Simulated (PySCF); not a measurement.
Sr(Cl)2 cation (Cl₂Sr), SMILES [Cl][Sr][Cl] (connectivity only; charge and spin as stated), charge +1, multiplicity 2.

The structure is a stationary point at B3LYP-D3(BJ)/def2-TZVP. The spin state was assumed, not searched. The isomer is the one that the SMILES or the coordinates give; other isomers of the formula were not compared. The def2 effective core potentials stand for the cores of Sr; spin–orbit coupling is left out.

The numbers are results of B3LYP/def2-TZVPD (PySCF), not measurements.

Gas-phase values at a fixed geometry.

Computed frontier levels, dipole moment and polarisability:
- α spin, highest occupied and lowest empty level: -12.41 and -7.01 eV
- β spin, highest occupied and lowest empty level: -12.60 and -9.53 eV
- dipole moment about the centre of nuclear charge: 9.67 D
- mean static polarisability: 58.6 bohr³ (8.69 Å³)
- polarisability, principal values: 36.8, 55.5, 83.5 bohr³
- ⟨S²⟩: 0.755 (pure state 0.75)
